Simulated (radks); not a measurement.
The samarium ion Sm+ inside a hard spherical wall (all orbitals vanish at R), configuration held at [Xe] 4f6 6s1 and not refilled when levels cross. Calculated with a radial shooting solver on a logarithmic mesh with Libxc functionals: scalar-relativistic Kohn-Sham, LDA (Slater exchange, Perdew-Wang correlation), spin-polarised, spherical densities, point nucleus; open shells are filled with parallel spins first (spin-orbit coupling, left out, can overturn this in heavy ions). Eigenvalues in eV for spin up, with the zero of energy where the potential of the charges vanishes at infinity; a dash marks a level that is unbound or too diffuse for the functional's potential to be trusted. A positive occupied level is held by the wall or, in an anion where self-interaction has pushed it up, behind a barrier. The pressure on the wall is -dE/dV.

R (bohr)  E (hartree)  kinetic (hartree)    e(5s)    e(5p)    e(4f)   e(6s)  e(5d, empty)  e(6p, empty)  pressure (GPa)
free      -10419.9955          11136.419  -50.482  -30.207  -10.007  -9.020        -7.827        -5.700               0
8         -10419.9915          11136.454  -50.326  -30.056   -9.851  -8.827        -7.681        -5.154           0.176
6         -10419.9548          11136.663  -49.676  -29.439   -9.186  -7.512        -6.939        -2.636            3.00
5         -10419.8666          11137.075  -48.780  -28.599   -8.212  -4.842        -5.676         1.657            14.3
4         -10419.5354          11138.566  -46.524  -26.416   -5.566   3.437        -2.080        13.355            93.4
3.5       -10419.0359          11140.792  -43.915  -23.708   -2.371  13.693         2.258        26.597             286
2         -10403.4388          11197.728    3.924   32.669   45.282  190.89        79.320        224.77           22400
